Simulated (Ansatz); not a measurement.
`C[SiH](C)N([SiH](C)C)[Si](C)(C)C` + `CC(C)(C)CO` → `C[SiH](C)CO` + `C[SiH](C)N(C(C)(C)C)[Si](C)(C)C`  (formal exchange of groups at the Si–N bond)

Computed with Ansatz on PBE0-D4/def2-TZVP structures; ΔE is electronic, products minus reactants. CBS: MP2 limit from def2 TZ/QZ plus the TZ coupled-cluster correction, frozen cores. Functionals use def2-TZVPP. B3LYP here is the variant with VWN-RPA as its local correlation; programs differ in this. Each species was taken in one conformer, which may not be the lowest.

```
             level  ΔE (eV)
           PBE0-D4     1.66
          B3LYP-D4     1.68
            B2PLYP     1.74
              PBE0     1.69
    MP2/def2-TZVPP     1.74
SCS-MP2/def2-TZVPP     1.74
CCSD(T)/def2-TZVPP     1.70
    CCSD/CBS(def2)     1.76
```

**Question.** What does CCSD(T)/CBS give? (Best estimate.)

**Answer.** The calculation gave: +1.71 eV. The listed levels differ from it by -0.05, -0.03, 0.03, -0.02, 0.03, 0.03, -0.01, 0.05 eV.

Largest T1 diagnostic among the species: 0.010.

In def2-TZVPP, CCSD(T) changes the Hartree–Fock value by −0.28 eV (the triples alone add −0.05 eV) and MP2 by −0.24 eV. The D4 term adds −0.05 eV with B3LYP and −0.03 eV with PBE0; it sums over pairs of atoms, weighted by their polarisabilities, and B3LYP, whose exchange is more repulsive, gets the larger term.
